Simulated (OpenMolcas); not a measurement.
**Pt3+: moving or changing the point charges**

Pt3+ among 4 point charges of -2 e arranged as a tetrahedron (Td), 2.09 Å from the ion.

| Property | Result |
| --- | --- |
| Program | OpenMolcas 26.06 |
| Method | SS-CASPT2, IPEA 0.25 Eh, imaginary shift 0.1 Eh (closed shells correlated: 4f 5s 5p) |
| Basis | ANO-RCC-VDZP [7s6p4d2f] |
| Scalar Hamiltonian | DKH2, point nucleus |
| Active space | 7 electrons in 5 orbitals (5d) |
| State averaging | 2S+1 = 4 even, 10 roots; 2S+1 = 2 even, 40 roots |
| Spin-orbit coupling | state interaction with AMFI integrals over the reference wave functions |

Runs around this geometry, states (labels of Td). Energies in cm-1 above the lowest state or level, χT in cm3 K/mol.

```
R (Å)  q (e)  Ground state  First state of that spin  First gap with spin-orbit (degeneracies)  χT at 300 K  First state of another spin
 2.09     -1           4A2                  4T2 1660                                910 (4, 4)        4.476                     2E 14470
 1.98     -2           4A2                  4T2 3630                               1970 (4, 4)        4.166                     2E 15010
 2.09     -2           4A2                  4T2 3030                               1630 (4, 4)        4.235                     2E 14890
 2.19     -2           4A2                  4T2 2360                               1310 (4, 4)        4.319                     2E 14760
```

Taking the first state of the same spin as R^-n, n = -ln(2360 / 3630) / ln(2.19 / 1.98) = 4.3 between the shortest and longest distance.

Scaling the charges by -1 / -2 = 0.50 scales the first state of the same spin by 1660 / 3030 = 0.55; with fixed orbitals a first-order splitting would follow the charge.

Roots that are degenerate in the reference are averaged as groups; the widest CASPT2 spread within a group is 340 cm-1 (the 3-fold group of multiplicity 4 near 3030 cm-1 above the lowest state of its run, R = 2.09, q = -2). Shifts and gaps below about the spread of the groups concerned are not significant. Free-ion shares, where given, are those of the reference states; single-state CASPT2 does not remix them. Spin-orbit coupling mixes the spin-free states strongly: the lowest level takes only 39 % from its leading state, 4T2, which lies 1659 cm-1 above the lowest spin-free state (figures for R = 2.09, q = -1; the like holds for R = 1.98, q = -2, R = 2.09, q = -2, R = 2.19, q = -2). The ground term spreads over less than 5000 cm-1, several times less than with real ligands, so orbital moments are less quenched and χT lies further from the spin-only value than at real sites (holds for R = 2.09, q = -1; R = 2.19, q = -2). Point charges carry no covalency, so the field is a model and not that of real ligands. No measured value stands beside these numbers.
